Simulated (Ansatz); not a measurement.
# Which is lower?

The two ends of one reaction step of BNH6O3, singlet (PBE0-D4/def2-TZVP).

A:

```
11
angstrom
B -0.1189 0.0490 -0.3918
O 1.0265 0.6471 -1.0009
O -0.4004 -1.2877 -0.8098
O -1.2593 0.9014 -0.2754
H 1.3067 -0.5626 1.2746
N 0.3784 -0.1559 1.2467
H 0.7911 1.5123 -1.3380
H 0.1823 -1.5234 -1.5327
H -2.0311 0.4468 -0.6147
H 0.3942 0.7432 1.7149
H -0.2693 -0.7705 1.7270
```

B:

```xyz
11
angstrom
B -0.9919 -0.1511 0.1038
O 2.0896 0.0805 -0.7377
O -0.6355 -0.6700 -1.1090
O -2.2662 0.3149 0.2906
H 1.6117 0.5804 -0.0592
N -0.0640 -0.0206 1.1904
H 2.4781 0.7296 -1.3281
H 0.3254 -0.7286 -1.2126
H -2.7698 0.2784 -0.5256
H -0.4241 0.3094 2.0708
H 0.6469 -0.7229 1.3165
```

Ansatz 0.2.0; basis: def2-TZVPP; cores frozen in the correlated methods. B3LYP uses VWN-RPA correlation.

Task: Which structure is lower at CCSD(T), and by how much? (Judge from chemistry; the value comes from the calculation.)

Result: By the calculation: A, by 13.2 kJ/mol (electronic energy, against the other). By their contacts, A is BNH₆O₃ ([NH3][B]([OH])([OH])[OH]) and B is a complex of BNH₄O₂ ([NH2][B]([OH])[OH]) + H₂O.

Task: Do the other methods give the same order? (Judge from chemistry; the calculation decides.)

Result: The calculation gives: Not all: BLYP-D4, HF give the other order.

| method | E(B) − E(A) (kJ/mol) |
| --- | --- |
| SPW92 | 17.2 |
| PBE-D4 | 4.1 |
| BLYP-D4 | -4.3 |
| r2SCAN-D4 | 9.5 |
| B97M-V | 6.7 |
| PBE0-D4 | 9.5 |
| B3LYP-D4 | 0.5 |
| r2SCAN0-D4 | 12.6 |
| BHLYP-D4 | 5.8 |
| CAM-B3LYP-D4 | 5.4 |
| wB97X-V | 11.8 |
| wB97M-V | 9.8 |
| B2PLYP | 4.1 |
| PBE-QIDH | 14.7 |
| RPA on PBE | 14.1 |
| HF | -0.7 |
| MP2 | 13.5 |
| CCSD | 12.2 |
| CCSD(T) | 13.2 |

T1 diagnostic: at most 0.011.

Labels in which every atom is bracketed show which atoms are joined, not bond orders.

For scale, one of the runs: CCSD(T)/def2-TZVPP, 239 basis functions, launched by `ansatz run in.yaml --threads 4 --pin off --events-out ev --progress --plain --max-ram 9574MiB`. The run took 3 min on 4 CPU threads of an Arm Neoverse V1 (shared host), with 5 GiB of host memory at its peak.
